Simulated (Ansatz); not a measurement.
Geometry optimisation, RKS PBE0-D4/def2-SVP (Ansatz 0.2.0).

Input file:

```yaml
crystal:
  periodic: [false, false, false]
  atoms:
    - { symbol: Si, position_ang: [-0.08325, -0.013807, -0.761997] }
    - { symbol: Br, position_ang: [1.544895, -1.382667, -1.615474] }
    - { symbol: C, position_ang: [0.917901, 1.502213, -0.292763] }
    - { symbol: H, position_ang: [1.89629, 1.264886, -0.701957] }
    - { symbol: H, position_ang: [-1.063604, 0.236069, -1.858871] }
    - { symbol: Si, position_ang: [-1.038119, -1.217796, 1.005036] }
    - { symbol: H, position_ang: [0.537809, 2.429278, -0.740441] }
    - { symbol: H, position_ang: [1.003341, 1.629408, 0.796494] }
    - { symbol: H, position_ang: [0.00257, -1.442404, 2.054738] }
    - { symbol: H, position_ang: [-1.531507, -2.534425, 0.505802] }
    - { symbol: H, position_ang: [-2.186324, -0.470955, 1.609332] }
basis:
  gaussian: { orbitals: def2-SVP }
hamiltonian:
  xc: pbe0
  dispersion: d4
relax:
  f_tol: 0.03
  max_steps: 50
output:
  orbitals: {}
```

Command:

```bash
$ ansatz run input.yaml --threads 2 --pin off --max-ram 3072MiB --backend cpu --events-out ev --progress --plain --runs-dir out
```

Where does it end, and by what steps?

The forces met the threshold. After 10 steps the energy has fallen by 0.159 eV; H7 moved furthest, 0.86 Å.

```csv
step,energy less start (eV),largest force component (eV/Å),accepted
0,0.0000,0.506,yes
1,-0.0711,0.234,yes
2,-0.0884,0.273,yes
3,-0.0980,0.356,yes
4,-0.0999,0.613,yes
5,-0.1446,0.173,yes
6,-0.1161,0.721,no
7,-0.1536,0.051,yes
8,-0.1547,0.144,yes
9,-0.1581,0.035,yes
10,-0.1587,0.007,yes
```

```xyz
11
Properties=species:S:1:pos:R:3
Si 0.078 -0.126 -0.793
Br 1.650 -1.600 -1.435
C 0.913 1.472 -0.283
H 1.509 1.880 -1.113
H -0.809 0.099 -1.974
Si -1.084 -1.148 0.965
H 0.153 2.217 0.001
H 1.580 1.307 0.576
H -0.127 -1.426 2.080
H -1.695 -2.430 0.503
H -2.167 -0.246 1.473
```

Whether the end is a true minimum wasn't checked by a vibrational analysis.

Run time: 33 s on 2 threads of AMD EPYC 7B13 (Zen 3), on a shared host, peak memory 0.32 GiB.
